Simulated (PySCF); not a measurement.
# Computed records: AlBH4NSi

Computed with PySCF 2.14.0. Calculation on a computer-drawn molecule: the log of a Hartree-Fock and frozen-core CCSD(T) single point meant for a local Hartree-Fock minimum, with one planted fault or none, to be diagnosed. Offsets are logged minus clean, where the clean run is the same molecule without the fault. The reference is restricted for singlets and unrestricted otherwise, and also for a bond in bohr or an excited solution. Adding or removing an electron swaps singlet and doublet. The excited solution moves the top pair (singlet) or top alpha electron (doublet) to the lowest empty orbital. Highest occupied and lowest empty are orbital energies over both spins, largest force is the largest gradient component, triples share is (T) over the correlation energy, the T1 limit is 0.02 restricted and 0.045 unrestricted, electrons count all cores, a negative frequency is imaginary (commonest isotopes), and the dipole is about the centre of nuclear charge.

AlBH4NSi

Logged structure:
```xyz
8
AlBH4NSi
B      1.6948     1.8267    -0.7105
Si     0.4603     0.4179     0.0648
N     -1.0480     0.2127    -0.4328
Al    -2.6210    -0.0834    -0.8733
H      1.7219     2.9155    -0.2252
H      2.3771     1.5577    -1.6507
H      0.9897    -0.4472     1.1329
H     -4.0785    -0.3399    -1.2970
```

| Quantity | Value |
| --- | --- |
| meant charge | 1 |
| meant multiplicity | 1 |
| meant basis | cc-pV(D+d)Z |
| logged electrons | 42 |
| logged basis functions | 94 |
| logged SCF converged | yes |
| logged spin squared | 2.0253 |
| logged highest occupied | -11.785 eV |
| logged lowest empty | -6.3649 eV |
| logged largest force | 0.029849 hartree/bohr |
| logged T1 diagnostic | 0.030969 |
| logged D1 diagnostic | 0.14315 |
| logged triples share | 0.037721 |
| logged CC converged | yes |
| logged dipole magnitude | 5.845 debye |
| logged SCF stable within its kind | yes |
| logged energy HF | -611.9247 hartree |
| logged energy CCSD(T) | -612.35259 hartree |
| possible faults | no fault, one electron removed, one electron added, multiplicity raised by two, geometry at a saddle point, SCF held on an excited solution, minimal basis STO-3G, one bond length entered in bohr, all coordinates scaled |
| planted fault | multiplicity raised by two |
| HF energy offset from clean run | 85.39 kcal/mol |
| CCSD(T) energy offset from clean run | 83.23 kcal/mol |

Drawn bonds:
```tsv
atom	other atom	order
1	2	1
2	3	2
3	4	1
1	5	1
1	6	1
2	7	1
4	8	1
```
